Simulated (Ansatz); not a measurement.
Relaxation of a periodic cell of 28 atoms, H5CF (contents 4 HF + 4 CH4, density as packed 0.47 g/cm³ with natural masses), to a largest force component of 0.3 eV/Å in at most 15 steps.

Computed with DFT PBE-D3(BJ), scalar-relativistic, plane waves, PAW in Ansatz 0.2.0. Settings: accuracy low, cutoff 420 eV, k mesh 1x1x1, fermi-dirac smearing 0.05 eV, no spin polarisation.

```xyz
28
Lattice="7.9602 0.0000 0.0000 0.0000 7.9602 0.0000 0.0000 0.0000 7.9602" Properties=species:S:1:pos:R:3:forces:R:3
F 8.298 0.952 0.704 -0.27 -0.17 0.15
H 7.512 1.150 0.241 -0.11 -0.04 0.01
F 5.053 4.991 6.411 -0.13 -0.06 -0.23
H 4.993 5.004 5.479 0.10 0.01 0.03
F 7.179 7.556 2.916 0.42 0.12 0.59
H 7.712 7.186 3.587 0.09 -0.03 0.03
F 0.756 5.245 5.427 -0.04 0.12 -0.12
H 1.546 4.911 5.797 0.00 -0.08 0.11
C 2.075 2.628 7.248 0.24 0.15 -0.22
H 2.211 3.314 8.084 0.03 0.10 0.17
H 1.998 1.608 7.624 0.05 0.06 -0.06
H 2.928 2.702 6.574 0.09 0.13 -0.09
H 1.164 2.887 6.710 -0.26 -0.01 -0.07
C 4.372 1.242 3.166 -0.13 0.03 0.03
H 5.278 1.834 3.050 0.20 0.06 -0.01
H 4.639 0.198 3.331 0.06 -0.08 0.02
H 3.765 1.324 2.265 -0.13 0.01 -0.13
H 3.804 1.610 4.020 -0.13 0.07 0.12
C 5.102 1.314 6.899 0.21 0.00 0.00
H 5.934 0.656 6.652 0.15 -0.21 -0.13
H 4.162 0.785 6.746 -0.01 -0.14 0.03
H 5.132 2.194 6.256 0.06 0.11 -0.05
H 5.179 1.623 7.941 -0.08 0.09 0.19
C 5.336 6.234 1.288 -0.06 0.13 -0.26
H 5.225 5.628 2.187 0.00 -0.08 0.21
H 4.352 6.525 0.922 -0.21 -0.04 -0.11
H 5.852 5.656 0.521 0.03 -0.08 -0.06
H 5.916 7.127 1.520 -0.18 -0.16 -0.13
```

**Question.** Where does it end, and by what steps?

**Answer.** The forces met the threshold. The threshold is loose, so the end isn't yet a minimum. The force dipped under the threshold on the way, but the program's further checks kept it going. Limits of this set-up: coarse k mesh, low accuracy level. After 15 steps the energy has fallen by 1.200 eV; F5 moved furthest, 2.22 Å.

```
step  energy less start (eV)  largest force component (eV/Å)  accepted
   0                  0.0000                           0.593       yes
   1                 -0.2712                           0.691       yes
   2                 -0.3959                           1.428       yes
   3                 -0.5693                           0.451       yes
   4                 -0.6491                           0.361       yes
   5                 -0.6957                           1.191       yes
   6                 -0.7592                           0.895       yes
   7                 -0.8263                           0.403       yes
   8                 -0.8871                           0.449       yes
   9                 -0.9632                           0.606       yes
  10                 -1.0204                           0.459       yes
  11                 -1.0773                           0.286       yes
  12                 -1.0773                           0.286       yes
  13                 -1.0948                           1.518       yes
  14                 -1.1714                           0.464       yes
  15                 -1.1997                           0.275       yes
```

```xyz
28
Lattice="7.9602 0.0000 0.0000 0.0000 7.9602 0.0000 0.0000 0.0000 7.9602" Properties=species:S:1:pos:R:3
F 8.183 0.773 0.635
H 7.332 0.813 0.233
F 4.933 4.655 5.425
H 5.585 5.292 5.142
F 6.789 6.322 4.724
H 7.682 6.046 4.972
F 1.244 5.722 5.365
H 1.504 4.929 5.831
C 2.064 3.296 6.948
H 2.088 3.871 7.880
H 2.288 2.245 7.163
H 2.827 3.676 6.251
H 1.046 3.313 6.523
C 4.125 1.382 3.174
H 5.057 1.915 2.952
H 4.351 0.345 3.443
H 3.470 1.396 2.295
H 3.621 1.878 4.010
C 5.506 1.230 6.952
H 6.353 0.647 6.564
H 4.592 0.674 6.720
H 5.486 2.211 6.465
H 5.553 1.367 8.042
C 5.161 6.017 1.170
H 4.878 5.254 1.904
H 4.314 6.696 1.008
H 5.425 5.534 0.221
H 6.018 6.584 1.555
```

Whether the end is a true minimum wasn't checked by a vibrational analysis.

The run took 45 s on 1 thread of Arm Neoverse V1, with other jobs on the host, peak memory 0.43 GiB.
